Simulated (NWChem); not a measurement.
System meant: ReHO4; SMILES [O]=[Re](=[O])(=[O])[OH]

Input file for NWChem:

```
start job
memory heap 200 mb stack 900 mb global 1100 mb
geometry units angstroms noautoz
  Re    -0.036862    -0.032822    -0.009730
  O      1.341642    -0.906521     0.531390
  O      0.145417     1.599778     0.498036
  O     -1.450493    -0.698015     0.705126
  O     -0.217370    -0.143904    -1.883006
  H      0.481269     0.181509    -2.485038
end
basis spherical
  Re library def2-svp
  O library def2-svp
  H library def2-svp
end
ecp
  Re library def2-ecp
end
dft
  odft
  mult 2
  xc b3lyp
  iterations 150
  mulliken
end
task dft energy
```

End of the output:

```
 ==============================================================================
                                 internuclear angles
 ------------------------------------------------------------------------------
        center 1       |       center 2       |       center 3       |  degrees
 ------------------------------------------------------------------------------
    2 O                |   1 Re               |   3 O                |   107.73
    2 O                |   1 Re               |   4 O                |   109.39
    2 O                |   1 Re               |   5 O                |   111.07
    3 O                |   1 Re               |   4 O                |   109.39
    3 O                |   1 Re               |   5 O                |   111.07
    4 O                |   1 Re               |   5 O                |   108.17
    1 Re               |   5 O                |   6 H                |   121.58
 ------------------------------------------------------------------------------
                            number of included internuclear angles:          7
 ==============================================================================

 Summary of "ao basis" -> "" (spherical)
 ------------------------------------------------------------------------------
       Tag                 Description            Shells   Functions and Types
 ---------------- ------------------------------  ------  ---------------------
 Re                         def2-svp                12       32   6s3p2d1f
 O                          def2-svp                 6       14   3s2p1d
 H                          def2-svp                 3        5   2s1p

                                 NWChem DFT Module
                                 -----------------

 Summary of "ao basis" -> "ao basis" (spherical)
 ------------------------------------------------------------------------------
       Tag                 Description            Shells   Functions and Types
 ---------------- ------------------------------  ------  ---------------------
 Re                         def2-svp                12       32   6s3p2d1f
 O                          def2-svp                 6       14   3s2p1d
 H                          def2-svp                 3        5   2s1p

      Symmetry analysis of basis
      --------------------------

        a'         60
        a"         33

  number of electrons :                   48
  multiplicity        :                    2
 ------------------------------------------------------------------------
  no. of electrons and multiplicity not compatible                  48
 ------------------------------------------------------------------------
 ------------------------------------------------------------------------
  current input line :
    26: task dft energy
 ------------------------------------------------------------------------
 ------------------------------------------------------------------------
 There is an error in the input file
 ------------------------------------------------------------------------
 For more information see the NWChem manual at https://nwchemgit.github.io

0: no. of electrons and multiplicity not compatible:Received an Error in Communication
```

Problem. What is wrong, and how is it mended?

Solution. The program refused the input. Cause: the multiplicity doesn't fit the number of electrons (an even count wants an odd multiplicity, and the reverse). This input runs:
```
start job
memory heap 200 mb stack 900 mb global 1100 mb
geometry units angstroms noautoz
  Re    -0.036862    -0.032822    -0.009730
  O      1.341642    -0.906521     0.531390
  O      0.145417     1.599778     0.498036
  O     -1.450493    -0.698015     0.705126
  O     -0.217370    -0.143904    -1.883006
  H      0.481269     0.181509    -2.485038
end
basis spherical
  * library def2-svp
end
ecp
  Re library def2-ecp
end
dft
  xc b3lyp
  iterations 150
  mulliken
end
task dft energy
```
It converges to -379.69603 Ha (B3LYP/def2-SVP with def2 effective core potentials on Re).
